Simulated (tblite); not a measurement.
Compound: C6H10AlAsS.
Bonds: C1–Al2, Al2–As3, Al2–C4, C4–C5, C5–C6 (aromatic), C6–C7 (aromatic), C7–C8 (aromatic), C8–S9 (aromatic), C5–S9 (aromatic). Hydrogens: H10, H11, H12 on C1; H13, H14 on As3; H15, H16 on C4; H17 on C6; H18 on C7; H19 on C8.

Computed with GFN2-xTB (tblite), gas phase: L-BFGS steps from a force-field or distance-geometry start until the largest atomic force falls under 0.01 eV/Å.

Step 12: E = -668.4880 eV
```
atom  x, y, z in Å  |  force x, y, z in eV/Å
C1     -2.7564   -1.9558   -0.8746    0.009   0.070  -0.003
Al2    -1.6027   -0.3986   -0.4025   -0.060   0.160   0.087
As3    -2.3091    1.9236    0.0205    0.050  -0.082  -0.080
C4      0.1083   -1.0174    0.5199    0.176   0.120   0.083
C5      1.3332   -0.2101    0.3031   -0.014  -0.105  -0.116
C6      1.6877    0.9712    0.8886   -0.177  -0.104  -0.031
C7      2.9123    1.4955    0.4039   -0.212   0.000   0.131
C8      3.4803    0.7141   -0.5467   -0.062   0.135   0.150
S9      2.5321   -0.6917   -0.8666   -0.078   0.001  -0.019
H10    -3.6642   -1.6735   -1.4211   -0.029  -0.037   0.012
H11    -2.3106   -2.8056   -1.4017    0.066   0.114  -0.028
H12    -3.0873   -2.3561    0.0949   -0.078  -0.016  -0.037
H13    -3.5471    1.6797   -0.8098   -0.041  -0.146   0.079
H14    -1.7198    2.5876   -1.1995    0.197  -0.172  -0.006
H15     0.3184   -2.0898    0.3726   -0.063   0.225   0.009
H16    -0.1710   -0.8753    1.5802    0.013  -0.166   0.000
H17     1.0653    1.4208    1.6535    0.196   0.065  -0.123
H18     3.3242    2.4200    0.7704    0.085  -0.028  -0.078
H19     4.3966    0.8706   -1.0777    0.025  -0.036  -0.029
```

Step 13: E = -668.5035 eV
```
atom  x, y, z in Å  |  force x, y, z in eV/Å
C1     -2.7600   -1.9485   -0.8770   -0.004   0.046  -0.004
Al2    -1.6243   -0.3907   -0.3822    0.133   0.134   0.098
As3    -2.3038    1.9320    0.0284    0.007  -0.061  -0.111
C4      0.1066   -1.0098    0.5252    0.059   0.050   0.065
C5      1.3287   -0.2034    0.2951   -0.097  -0.086   0.044
C6      1.6841    0.9751    0.8866   -0.120  -0.095  -0.060
C7      2.9129    1.4941    0.4024   -0.260   0.000   0.143
C8      3.4822    0.7118   -0.5472   -0.107   0.120   0.153
S9      2.5268   -0.6941   -0.8679   -0.009   0.089  -0.028
H10    -3.6677   -1.6754   -1.4274   -0.052  -0.033   0.021
H11    -2.3045   -2.7928   -1.4027    0.094   0.101  -0.054
H12    -3.0858   -2.3569    0.0899   -0.119  -0.024  -0.008
H13    -3.5360    1.6558   -0.8065   -0.028  -0.103   0.094
H14    -1.7007    2.5588   -1.2067    0.173  -0.180   0.015
H15     0.3213   -2.0802    0.3575   -0.113   0.268   0.061
H16    -0.1719   -0.8809    1.5927    0.108  -0.175  -0.145
H17     1.0621    1.4232    1.6561    0.242   0.038  -0.192
H18     3.3211    2.4196    0.7701    0.113  -0.027  -0.085
H19     4.3990    0.8715   -1.0789   -0.021  -0.063  -0.007
```

Step 14: E = -668.5205 eV
```
atom  x, y, z in Å  |  force x, y, z in eV/Å
C1     -2.7642   -1.9393   -0.8793   -0.014   0.027   0.010
Al2    -1.6456   -0.3798   -0.3582    0.295   0.051   0.084
As3    -2.2976    1.9395    0.0342   -0.034  -0.010  -0.114
C4      0.1052   -1.0001    0.5321   -0.118  -0.030   0.009
C5      1.3224   -0.1978    0.2867   -0.124  -0.037   0.184
C6      1.6780    0.9776    0.8830   -0.026  -0.045  -0.076
C7      2.9093    1.4929    0.4030   -0.197   0.008   0.083
C8      3.4828    0.7112   -0.5454   -0.138   0.070   0.114
S9      2.5208   -0.6949   -0.8699    0.062   0.165  -0.037
H10    -3.6724   -1.6780   -1.4339   -0.058  -0.024   0.029
H11    -2.2957   -2.7761   -1.4047    0.113   0.101  -0.069
H12    -3.0865   -2.3583    0.0840   -0.143  -0.029   0.005
H13    -3.5253    1.6271   -0.8005   -0.008  -0.053   0.094
H14    -1.6752    2.5236   -1.2143    0.134  -0.187   0.029
H15     0.3223   -2.0649    0.3416   -0.150   0.212   0.088
H16    -0.1714   -0.8907    1.6049    0.190  -0.151  -0.224
H17     1.0629    1.4272    1.6559    0.201   0.030  -0.187
H18     3.3196    2.4183    0.7681    0.111  -0.017  -0.066
H19     4.4009    0.8717   -1.0796   -0.096  -0.080   0.044
```

Step 15: E = -668.5378 eV
```
atom  x, y, z in Å  |  force x, y, z in eV/Å
C1     -2.7686   -1.9292   -0.8811   -0.014   0.017   0.034
Al2    -1.6616   -0.3679   -0.3327    0.357  -0.061   0.036
As3    -2.2920    1.9466    0.0372   -0.060   0.052  -0.086
C4      0.1017   -0.9902    0.5387   -0.250  -0.078  -0.062
C5      1.3143   -0.1935    0.2805   -0.083   0.012   0.234
C6      1.6707    0.9790    0.8779    0.064   0.030  -0.061
C7      2.9027    1.4923    0.4050   -0.055   0.042  -0.006
C8      3.4814    0.7123   -0.5415   -0.131  -0.001   0.031
S9      2.5151   -0.6927   -0.8723    0.082   0.187  -0.036
H10    -3.6783   -1.6810   -1.4399   -0.038  -0.011   0.038
H11    -2.2843   -2.7568   -1.4080    0.112   0.116  -0.061
H12    -3.0900   -2.3603    0.0780   -0.143  -0.030  -0.004
H13    -3.5155    1.5968   -0.7923    0.009  -0.006   0.073
H14    -1.6461    2.4844   -1.2212    0.087  -0.189   0.031
H15     0.3203   -2.0458    0.3273   -0.167   0.050   0.075
H16    -0.1676   -0.9038    1.6142    0.227  -0.103  -0.202
H17     1.0674    1.4323    1.6523    0.085   0.053  -0.105
H18     3.3200    2.4162    0.7646    0.083   0.000  -0.026
H19     4.4005    0.8705   -1.0791   -0.163  -0.081   0.098
```

Question: Estimate the geometry and energy of step 16. (The exact step hangs on the optimiser's Hessian estimate; all steps are aligned on step 15, rigid shifts and turns removed.)

Answer: E = -668.5536 eV, largest force 0.320 eV/Å
```
atom  x, y, z in Å  |  force x, y, z in eV/Å
C1     -2.7728   -1.9197   -0.8820   -0.008   0.017   0.058
Al2    -1.6692   -0.3585   -0.3093    0.287  -0.137  -0.033
As3    -2.2880    1.9539    0.0383   -0.058   0.082  -0.046
C4      0.0948   -0.9822    0.5432   -0.241  -0.080  -0.118
C5      1.3058   -0.1902    0.2785    0.002   0.044   0.180
C6      1.6646    0.9807    0.8726    0.103   0.090  -0.017
C7      2.8960    1.4930    0.4067    0.086   0.076  -0.080
C8      3.4777    0.7139   -0.5372   -0.098  -0.052  -0.054
S9      2.5103   -0.6873   -0.8746    0.029   0.137  -0.023
H10    -3.6844   -1.6839   -1.4444    0.001   0.007   0.045
H11    -2.2718   -2.7369   -1.4122    0.089   0.138  -0.035
H12    -3.0961   -2.3627    0.0723   -0.119  -0.029  -0.026
H13    -3.5065    1.5694   -0.7835    0.017   0.031   0.040
H14    -1.6182    2.4453   -1.2269    0.043  -0.182   0.023
H15     0.3151   -2.0281    0.3159   -0.165  -0.148   0.030
H16    -0.1598   -0.9177    1.6191    0.203  -0.054  -0.092
H17     1.0734    1.4381    1.6470   -0.050   0.096   0.012
H18     3.3221    2.4143    0.7609    0.050   0.029   0.019
H19     4.3971    0.8679   -1.0767   -0.174  -0.065   0.119
```

The energy changes by -0.0158 eV. The first-order estimate −F·Δx gives -0.0219 eV and the mean of the old and new forces, exact on a quadratic surface, -0.0158 eV. The step makes an angle of 70° with the force vector and moves no atom by more than 0.048 Å.

What follows is the cost of the whole relaxation. The run took 1.4 s wall on an Arm Neoverse V2 with one thread, shared host with 32 logical CPUs at a one-minute load of 28.
